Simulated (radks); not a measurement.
These are the eigenvalues of the occupied orbitals of an atom or ion with whole-number occupations (eV). Method: Dirac Kohn-Sham, LDA (Slater exchange, Perdew-Wang correlation), spin-unpolarised, spherical densities, finite nucleus; Fermi nuclear charge, rms radius of each element as measured or else 0.836 A^(1/3) + 0.57 fm; computed with a radial shooting solver on a logarithmic mesh with Libxc functionals.

| orbital | eigenvalue |
|---|---|
| 1s1/2 | -34340.76 |
| 2s1/2 | -5372.290 |
| 2p1/2 | -5052.147 |
| 2p3/2 | -4727.944 |
| 3s1/2 | -1125.202 |
| 3p1/2 | -991.8193 |
| 3p3/2 | -930.2636 |
| 3d3/2 | -694.5497 |
| 3d5/2 | -681.5243 |
| 4s1/2 | -230.1558 |
| 4p1/2 | -182.8685 |
| 4p3/2 | -170.4542 |
| 4d3/2 | -93.7683 |
| 4d5/2 | -91.7567 |
| 5s1/2 | -50.3376 |
| 5p1/2 | -38.2325 |
| 5p3/2 | -36.4929 |

Which element is it, and in what charge state? The configuration may be excited. Open shells, if any, fill j = l - 1/2 first.

Answer. Z = 54, xenon, charge +3: Xe3+ in [Kr] 4d10 5s2 5p3. The list shows which subshells hold electrons but not how many an open one holds; the 1s level, -1262 hartree, gives Z - s = 50.2 by -(Z - s)^2/2, which with screening and relativity narrows Z to a few neighbours, and the depths of the outer levels then fix element, charge and occupations together.
